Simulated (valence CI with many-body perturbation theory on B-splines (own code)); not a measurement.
Results of a calculation; reference values are marked as such.
## Assign the levels of Dy XVI

Method: relativistic CI+MBPT: five valence electrons over a frozen Dirac-Fock core [Kr] 4d10, a basis of 7 s, 7 p, 7 d, 7 f, 4 g, 2 h functions for each j, with the one-electron correlation potential Σ1, the two-electron term Σ2, the three-electron term Σ3, Breit, model QED; selected CI, second order for the rest, scaled by the run's own slope (own B-spline code, finite nucleus).

No measured spectrum was set against this ion. As an estimate, terms of the open shell hold to a few per cent of their energy, and close levels can change places; configurations with another count of f electrons can be misplaced by thousands of cm⁻¹. Among the levels kept, up to 1300 cm⁻¹ of a level comes from second order outside the variational space, and about a tenth of that is noise between levels of different J, which matters for small intervals.

```tsv
No.	J	Parity	E (eV)	g
1	5/2	odd	0.0000	0.309
2	7/2	odd	0.3218	0.832
3	9/2	odd	0.6764	1.070
4	11/2	odd	1.045	1.197
5	13/2	odd	1.414	1.272
6	1/2	odd	1.472	-0.633
7	3/2	odd	1.518	1.045
8	5/2	odd	1.633	1.287
9	15/2	odd	1.776	1.319
10	7/2	odd	1.894	1.379
11	7/2	even	2.117	0.453
12	9/2	odd	2.242	1.423
13	9/2	even	2.468	0.831
14	11/2	odd	2.633	1.445
```

Energies count from the lowest level. Strongly mixed levels and levels close to another of their J and parity are left out, so the numbers can have gaps.

Give configuration and LS term of each level.

1: 4f5 6H°; 2: 4f5 6H°; 3: 4f5 6H°; 4: 4f5 6H°; 5: 4f5 6H°; 6: 4f5 6F°; 7: 4f5 6F°; 8: 4f5 6F°; 9: 4f5 6H°; 10: 4f5 6F°; 11: 4f4.5s 6I; 12: 4f5 6F°; 13: 4f4.5s 6I; 14: 4f5 6F°.
